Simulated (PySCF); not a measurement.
## Ni⁺ (nickel, charge +1) across methods

[Ar] 3d9, 2D determinant. Computed with PySCF 2.14 in aug-cc-pwCVTZ-DK with one added diffuse shell each of s, p, d, f, g type (11s10p8d5f4g, 152 functions), with scalar relativity by spin-free X2C-1e.

```json
{"method": "UHF", "E (hartree)": "-1518.79847", "mean ε 3p β (eV)": "-91.031", "mean ε 3d α (eV)": "-21.502", "mean ε 3d β (eV)": "-19.937", "Σ⟨r²⟩ (bohr²)": "19.19", "⟨S²⟩": "0.753"}
{"method": "PBE0", "E (hartree)": "-1520.046", "mean ε 3p β (eV)": "-78.610", "mean ε 3d α (eV)": "-15.579", "mean ε 3d β (eV)": "-14.532", "Σ⟨r²⟩ (bohr²)": "20.02", "⟨S²⟩": "0.758"}
{"method": "PBE", "E (hartree)": "-1520.052", "mean ε 3p β (eV)": "-74.377", "mean ε 3d α (eV)": "-13.612", "mean ε 3d β (eV)": "-12.700", "Σ⟨r²⟩ (bohr²)": "20.60", "⟨S²⟩": "0.827"}
{"method": "LDA", "E (hartree)": "-1517.523", "mean ε 3p β (eV)": "-74.245", "mean ε 3d α (eV)": "-13.790", "mean ε 3d β (eV)": "-12.839", "Σ⟨r²⟩ (bohr²)": "20.45", "⟨S²⟩": "0.764"}
```
